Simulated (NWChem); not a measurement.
System: C2H7NSi; SMILES C1NC[SiH2]1

```xyz
11

C     -0.1314     0.4561     1.1665
N      0.2772     1.2644     0.0000
C     -0.1314     0.4561    -1.1665
Si     0.0513    -1.0522     0.0000
H      0.5305     0.5689     2.0511
H     -1.1921     0.5955     1.5014
H     -0.0436     2.2416     0.0000
H     -1.1921     0.5955    -1.5014
H      0.5305     0.5689    -2.0511
H     -1.0032    -2.1279     0.0000
H      1.4129    -1.6889     0.0000
```
Atoms are numbered in this order, from 1.

Level: PBE-D3(BJ)/def2-SVP (NWChem), optimised geometry, unscaled harmonic frequencies. 

**Question.** List the harmonic frequencies with IR intensities, and the thermochemistry.

**Answer.** 
| frequency (cm⁻¹) | IR intensity (km/mol) |
|---|---|
| 173 | 4.2 |
| 393 | 14.9 |
| 522 | 0.2 |
| 523 | 72.6 |
| 610 | 62.6 |
| 620 | 1.0 |
| 745 | 91.3 |
| 804 | 11.9 |
| 817 | 32.6 |
| 837 | 12.1 |
| 920 | 90.3 |
| 972 | 8.3 |
| 1050 | 14.8 |
| 1086 | 15.3 |
| 1110 | 4.1 |
| 1130 | 7.2 |
| 1188 | 5.8 |
| 1340 | 7.5 |
| 1406 | 0.8 |
| 1435 | 3.4 |
| 2154 | 120.9 |
| 2176 | 109.8 |
| 2870 | 67.6 |
| 2879 | 81.4 |
| 3010 | 16.5 |
| 3011 | 35.2 |
| 3406 | 3.5 |

The zero-point energy is 53.1 kcal/mol and the thermal correction to the enthalpy at 298.15 K (with zero-point energy) is 56.9 kcal/mol. The heat capacity Cv is 18.9 cal/(mol K) and the entropy at 298.15 K and 1 atm (symmetry number 1) is 70.3 cal/(mol K). The dipole moment is 0.99 D.

Rigid rotor and harmonic oscillator.
